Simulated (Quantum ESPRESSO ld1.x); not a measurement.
Values are calculated unless marked as measured or tabulated.
Species: the cadmium ion Cd38+. Configuration: [Ne] (the NIST ground configuration). Level of theory: Dirac Kohn-Sham, LDA (Slater exchange, Perdew-Zunger correlation), spin-unpolarised, spherical densities, point nucleus (ld1.x of Quantum ESPRESSO 7.5).

Normalised radial functions P(r) = r R(r) (large component), r in bohr:

| r | 1s1/2 | 3p1/2 |
|---|---|---|
| 0.001169 | 0.8691 | 0.0073 |
| 0.001611 | 1.1483 | 0.0112 |
| 0.002236 | 1.5151 | 0.0176 |
| 0.003104 | 1.9762 | 0.0283 |
| 0.004308 | 2.5362 | 0.0463 |
| 0.005933 | 3.1665 | 0.0756 |
| 0.008236 | 3.8563 | 0.1255 |
| 0.01143 | 4.5007 | 0.2072 |
| 0.01587 | 4.9522 | 0.3360 |
| 0.02186 | 5.0268 | 0.5213 |
| 0.03034 | 4.5696 | 0.7744 |
| 0.04212 | 3.5597 | 1.0548 |
| 0.05847 | 2.2407 | 1.2491 |
| 0.08052 | 1.0754 | 1.1553 |
| 0.1118 | 0.3402 | 0.5441 |
| 0.1552 | 0.0618 | -0.5890 |
| 0.2154 | 0.0052 | -1.7267 |
| 0.299 | 0.0002 | -2.0281 |
| 0.4118 | 0.0000 | -1.3278 |
| 0.5717 | 0.0000 | -0.4406 |
| 0.7936 | 0.0000 | -0.0611 |

1s1/2: eigenvalue -28872 eV, 0 radial nodes, <r> = 0.0304 bohr, 90 % of the charge inside 0.0546 bohr. 3p1/2 (empty): eigenvalue -2451.2 eV, 1 radial node at r = 0.133 bohr, <r> = 0.292 bohr, 90 % of the charge inside 0.433 bohr.
